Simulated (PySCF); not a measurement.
Stepwise substitution at one centre (B Br-SH). All species are isolated molecules in the gas phase. One relaxed conformer stands for each flexible species; it need not be the lowest. Strings in code marks are SMILES.

The T1 excitation (TDA) from two functionals at the same geometries (r2SCAN-D4/def2-TZVP), both in PySCF: PBE-D3(BJ)/def2-TZVP and r2SCAN-D4/def2-TZVP. Excitations are Tamm–Dancoff values on a coarser integration grid. The basis has no diffuse functions, so Rydberg states are missing or too high.

| species | r2SCAN-D4/def2-TZVP (eV) |
|---|---|
| 0 of 3 Br replaced by SH | 4.49 |
| 1 of 3 Br replaced by SH (`B(S)(Br)Br` (H–S–B–Br torsion 0°)) | 4.58 |
| 2 of 3 Br replaced by SH | 4.68 |
| 3 of 3 Br replaced by SH (`SB(S)S`) | 4.88 |

Problem. What does PBE-D3(BJ)/def2-TZVP give for each?

Solution. 
- 0 of 3 Br replaced by SH: 3.99
- 1 of 3 Br replaced by SH (`B(S)(Br)Br` (H–S–B–Br torsion 0°)): 4.27
- 2 of 3 Br replaced by SH: 4.34
- 3 of 3 Br replaced by SH (`SB(S)S`): 4.53
Over these rows, drawn at random from the members with no instability flagged (it was tested for open shells, ions and some series alone), PBE minus r2SCAN-D4: mean -0.38 eV, from -0.50 eV to -0.32 eV.
